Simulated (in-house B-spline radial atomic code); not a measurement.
The numbers below are computed, except where a source is named.
**Weak and strong correlation along the adiabatic connection**

Two-electron singlets in several external potentials (atomic units), by full CI in B-splines with partial waves to l = 8 (correlation energies up to 0.6 % small). The repulsion is scaled by λ at fixed density; W(λ) is the mean repulsion less the Hartree energy, W(0) = E_x, and the area under W from 0 to 1 is E_xc.

Relative drop (W(λ) − E_x)/E_x:

| system | λ = 0.12 | λ = 0.25 | λ = 0.4 | λ = 0.6 | λ = 0.8 | λ = 1 |
| --- | --- | --- | --- | --- | --- | --- |
| −Z exp(−kr)/r, Z = 8.62, k = 3.52 | 0.0025 | 0.0053 | 0.0083 | 0.0124 | 0.0164 | 0.0202 |
| empty sphere, radius 5.81 bohr | 0.0456 | 0.0849 | 0.1206 | 0.1567 | 0.1838 | 0.2047 |
| −Z/r, Z = 1, wall at 2.8 bohr | 0.0149 | 0.0298 | 0.0455 | 0.0644 | 0.0813 | 0.0964 |
| ω²r²/2, ω = 0.0749 | 0.0606 | 0.1084 | 0.1483 | 0.1858 | 0.2124 | 0.2322 |
| ω²r²/2 − Z/r, ω = 0.0805, Z = 1 | 0.0253 | 0.0495 | 0.0739 | 0.1018 | 0.1253 | 0.1454 |
| −Z/r, Z = 1, wall at 12 bohr | 0.0336 | 0.0645 | 0.0945 | 0.1271 | 0.1535 | 0.1751 |
| −Z/r, Z = 2, wall at 1.4 bohr | 0.0072 | 0.0146 | 0.0229 | 0.0334 | 0.0432 | 0.0525 |

(1) Order the systems by how far second-order (GL2) theory, half the initial slope (estimated from the first points of each curve), overshoots the correlation energy, least first.
A. −Z/r, Z = 2, wall at 1.4 bohr
B. −Z/r, Z = 1, wall at 12 bohr
C. empty sphere, radius 5.81 bohr
D. ω²r²/2, ω = 0.0749
E. −Z exp(−kr)/r, Z = 8.62, k = 3.52
F. −Z/r, Z = 1, wall at 2.8 bohr
G. ω²r²/2 − Z/r, ω = 0.0805, Z = 1

(2) What else changes along this order?

## Answers

(1) E (GL2/E_c = 1.03), A (GL2/E_c = 1.10), F (GL2/E_c = 1.22), G (GL2/E_c = 1.34), B (GL2/E_c = 1.45), C (GL2/E_c = 1.65), D (GL2/E_c = 1.93).

(2) The ratio follows the bend of the curve. With it the leading natural occupation goes from 1.999 to 1.783 and −T_c/E_c from 0.97 to 0.52 between the first and the last.
